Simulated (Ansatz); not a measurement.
Ga₆S₁₀⁻. The state is a doublet with charge -1. Geometry PBE-D4/def2-SVP; atoms count from 1.

```
atom   x (Å)   y (Å)   z (Å)
 Ga1  -3.861   0.566   1.844
 Ga2   4.324  -1.322  -1.263
 Ga3  -1.074  -2.364   1.470
 Ga4  -1.286   1.161  -0.246
 Ga5   1.089  -1.283  -1.168
 Ga6   1.824   1.003   0.736
  S7  -3.510  -1.813   2.244
  S8  -1.902  -0.423   2.861
  S9   0.027   1.972   1.509
 S10   2.464  -2.212  -2.607
 S11   1.465   1.141  -2.183
 S12   2.260  -1.185   0.869
 S13  -1.133  -1.106  -0.865
 S14  -0.286   2.228  -2.122
 S15  -3.463   1.666  -0.145
 S16   3.061   1.971  -0.933
```

Single mean-field runs in def2-TZVP are fitted with def2-universal-jkfit. Another isomer (doublet) lies 2.87 eV lower at PBE0-D4/def2-TZVP; other spin states weren't run for this one.

(1) Estimate the Mulliken populations from the PBE0/def2-TZVP orbitals of Ansatz.

(2) Where does the spin sit?

(3) And the Mayer bond orders between heavy atoms (over 0.3)?

## Answers

(1) 
| atom | charge (e) | spin (α − β) |
| --- | --- | --- |
| Ga1 | 0.29 | 0.61 |
| Ga2 | 0.22 | 0.00 |
| Ga3 | 0.24 | 0.10 |
| Ga4 | 0.43 | 0.01 |
| Ga5 | 0.40 | 0.00 |
| Ga6 | 0.46 | 0.00 |
| S7 | -0.33 | 0.08 |
| S8 | -0.27 | 0.02 |
| S9 | -0.35 | 0.00 |
| S10 | -0.47 | 0.00 |
| S11 | 0.03 | 0.00 |
| S12 | -0.40 | 0.00 |
| S13 | -0.34 | 0.01 |
| S14 | -0.24 | 0.00 |
| S15 | -0.42 | 0.16 |
| S16 | -0.26 | 0.00 |
Mulliken values depend strongly on the basis.

(2) Summed by element: Ga 0.72, S 0.28, of 1 unpaired in all. Largest on single atoms: Ga1 0.61, S15 0.16, Ga3 0.10.

(3) Ga1–S7 0.65 (2.44 Å); Ga1–S8 0.60 (2.42 Å); Ga1–S15 0.98 (2.31 Å); Ga2–S10 0.84 (2.46 Å); Ga3–S7 0.41 (2.61 Å); Ga3–S8 0.47 (2.53 Å); Ga3–S13 0.42 (2.65 Å); Ga4–S9 0.83 (2.34 Å); Ga4–S13 0.77 (2.35 Å); Ga4–S14 0.69 (2.38 Å); Ga4–S15 1.02 (2.24 Å); Ga5–S10 1.19 (2.20 Å); Ga5–S11 0.36 (2.65 Å); Ga5–S12 0.78 (2.35 Å); Ga5–S13 0.98 (2.25 Å); Ga6–S9 1.22 (2.18 Å); Ga6–S12 1.01 (2.24 Å); Ga6–S16 0.85 (2.29 Å); S7–S8 1.04 (2.21 Å); S11–S14 1.21 (2.06 Å); S11–S16 1.00 (2.19 Å).
